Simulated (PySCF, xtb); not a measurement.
Te(I)(SiH3) (H3ISiTe), SMILES [SiH3][Te]I.

GFN2-xTB (xtb 6.7.1) at its own geometry gives an orbital gap of 2.80 eV and a dipole moment of 6.65 D.

The structure is a stationary point at B3LYP-D3(BJ)/def2-SVP. The def2 effective core potentials stand for the cores of I, Te; spin–orbit coupling is left out.

Q: What does r2SCAN/def2-TZVPD run with PySCF give? (Estimate from the structure and the level; the computed values follow.)

A: gap 1.92 eV (levels -5.68 and -3.76 eV), dipole 1.44 D.
